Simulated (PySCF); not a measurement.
## AuSF at several levels of theory

All levels use the PBE0 minimum (triplet; Au–F 1.918 Å, Au–S 2.119 Å; F–Au–S 180.0°), basis [Au def2-TZVP with ECP60, S def2-TZVP, F def2-TZVP], scalar-relativistic core potentials, density fitting, no spin–orbit coupling, PySCF. For vertical energies the ionised species is a doublet (spins chosen at PBE0 and kept) and the electron-attached one a doublet. Atomisation goes to high-spin ground-configuration atoms, without zero-point energy. Open shells are unrestricted, also as the reference of the correlated levels. A dash marks a value that was not computed or is not defined at that level.

```csv
level,atomisation (kJ/mol),vertical IP (eV),vertical EA (eV),−ε(HOMO) (eV),dipole (D)
PBE0,568,11.05,3.10,8.85,3.77
HF,234,9.63,2.41,11.35,5.86
MP2,590,12.09,3.13,–,–
PBE,653,10.75,2.87,7.30,2.77
r2SCAN,635,10.97,2.97,7.71,3.15
B3LYP,555,11.05,3.13,8.54,3.59
TPSSh,595,10.89,2.95,8.00,3.21
r2SCANh,602,11.05,3.05,8.28,3.53
revPBE,600,10.67,2.79,7.23,2.74
```

Spin contamination in at least one species weakens the values at: PBE0, HF, MP2, r2SCAN, B3LYP, TPSSh, r2SCANh.

Without diffuse functions attachment energies tend to come out too low.

With open d or f shells other occupations or spin states may lie lower. No spin–orbit coupling is included, which matters more the heavier the element.
